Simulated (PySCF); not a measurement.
This PySCF input asks for the NMR shieldings of SMILES ClC(Cl)[C@H]1C=CCO1, C5H6Cl2O; the geometry comes from GFN2-xTB.

```python
import basis_set_exchange as bse
import numpy as np
from pyscf import gto, dft
from pyscf.prop import nmr

atoms = """
Cl    1.273275    1.831031    0.764128
C     1.703115    0.503449   -0.329593
Cl    3.105504   -0.367816    0.312558
C     0.518554   -0.463592   -0.512699
C    -0.101371   -0.863900    0.795930
C    -1.323900   -0.369380    0.864824
C    -1.639124    0.376055   -0.392881
O    -0.511900    0.171967   -1.238449
H     1.986211    0.947694   -1.285747
H     0.890335   -1.320916   -1.093146
H     0.438028   -1.434003    1.526487
H    -2.027617   -0.450456    1.670713
H    -2.529678   -0.009196   -0.902353
H    -1.782109    1.448589   -0.201938
"""
names = dict.fromkeys(["Cl", "C", "O", "H"], "pcSseg-1")
basis = {el: gto.basis.parse(bse.get_basis(n, elements=[el], fmt="nwchem")) for el, n in names.items()}
mol = gto.M(atom=atoms, basis=basis, charge=0, verbose=0)
mf = dft.RKS(mol, xc="PBE0")
mf.grids.level = 2
mf.grids.alignment = dft.numint.BLKSIZE   # the property module wants whole blocks of grid points
mf.conv_tol = 1e-9
mf.kernel()

calc = nmr.RKS(mf)   # GIAO
C = mf.mo_coeff
Co = C[:, mf.mo_occ > 0]
resp = mf.gen_response(singlet=True, hermi=2)
def vind(x):   # induced exchange potential for any number of trial vectors
    d = np.einsum("pi,xij,qj->xpq", C, 2 * x.reshape(-1, C.shape[1], Co.shape[1]), Co, optimize=True)
    return np.einsum("xpq,pi,qj->xij", resp(d - d.transpose(0, 2, 1)), C, Co, optimize=True).ravel()
mo1, _ = nmr.rhf.solve_mo1(calc, with_cphf=vind)
sigma = calc.kernel(mo1)
for i, s in enumerate(sigma):   # ppm
    w = np.linalg.eigvalsh((s + s.T) / 2)
    print("%2d %-2s iso %8.1f  s11 %8.1f  s22 %8.1f  s33 %8.1f" % (i, mol.atom_pure_symbol(i), w.mean(), *w))
```

Question: Give the expected output.

Answer: 
```
 0 Cl iso    736.2  s11    487.4  s22    691.3  s33   1029.9
 1 C  iso     98.9  s11     60.4  s22    117.4  s33    118.8
 2 Cl iso    717.8  s11    447.6  s22    679.9  s33   1025.9
 3 C  iso     90.1  s11     61.1  s22     82.1  s33    127.2
 4 C  iso     54.6  s11    -54.1  s22     72.3  s33    145.8
 5 C  iso     46.0  s11    -66.2  s22     60.7  s33    143.5
 6 C  iso    104.1  s11     65.2  s22     96.2  s33    150.9
 7 O  iso    269.4  s11    210.2  s22    260.2  s33    337.8
 8 H  iso     25.9  s11     21.6  s22     25.6  s33     30.3
 9 H  iso     26.4  s11     21.9  s22     27.5  s33     29.6
10 H  iso     25.6  s11     22.3  s22     26.4  s33     28.0
11 H  iso     25.3  s11     23.2  s22     24.9  s33     27.9
12 H  iso     26.7  s11     22.2  s22     24.7  s33     33.2
13 H  iso     26.6  s11     22.9  s22     24.7  s33     32.2
```

These numbers come from an equivalent density-fitted implementation of the same equations, which agrees with the script to about 0.01 ppm for H and up to a few tenths of a ppm for heavy atoms, so last digits may differ.

Question: Turn these shieldings into chemical shifts. Referencing at the same level of theory: 35Cl (σ = 949.78 ppm) against HCl; 13C (σ = 186.93 ppm) and 1H (σ = 31.72 ppm) vs TMS; 17O (σ = 336.08 ppm) vs H2O.

Answer: Averaging equivalent atoms: Cl 2: 232; Cl 0: 214; C 5: 141.0; C 4: 132.3; C 3: 96.8; C 1: 88.1; C 6: 82.8; O 7: 66.7; H 11: 6.40; H 10: 6.13; H 8: 5.86; H 9: 5.36; H 13: 5.12; H 12: 5.03 ppm. Experimental scales use liquid or dissolved standards, which lie at an offset from isolated H2O (liquid H2O: subtract about 36 ppm).

Size and cost of the density-fitted run: 180 basis functions, roughly 80 core-seconds.
